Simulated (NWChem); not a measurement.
# AlHOBrCl; SMILES [OH][Al]([Cl])[Br]

```xyz
5

Al     0.4337    -0.6134     0.0000
Cl    -0.9659    -2.1714     0.0000
Br    -0.2474     1.5355     0.0000
O      2.0803    -1.0563     0.0000
H      2.7976    -0.4025     0.0000
```
Atoms are numbered in this order, from 1.

Results from NWChem. Geometry: optimised at PBE-D3(BJ)/def2-SVP.

Taking Hartree-Fock/pcseg-2 as the yardstick, which of these has the fewest basis functions while keeping “dipole (D)” within 0.1 D of it: Hartree-Fock/def2-SVP; Hartree-Fock/STO-3G; Hartree-Fock/pcseg-1; Hartree-Fock/aug-pcseg-1?

Hartree-Fock/def2-SVP (a larger set in the list lies outside the tolerance).
```json
[
 {"level": "Hartree-Fock/STO-3G", "basis functions": "42", "dipole (D)": "2.84"},
 {"level": "Hartree-Fock/pcseg-1", "basis functions": "82", "dipole (D)": "2.18"},
 {"level": "Hartree-Fock/def2-SVP", "basis functions": "87", "dipole (D)": "2.01"},
 {"level": "Hartree-Fock/aug-pcseg-1", "basis functions": "122", "dipole (D)": "1.80"},
 {"level": "Hartree-Fock/pcseg-2", "basis functions": "155", "dipole (D)": "2.01"}
]
```

The yardstick is one finite set, not the basis-set limit.
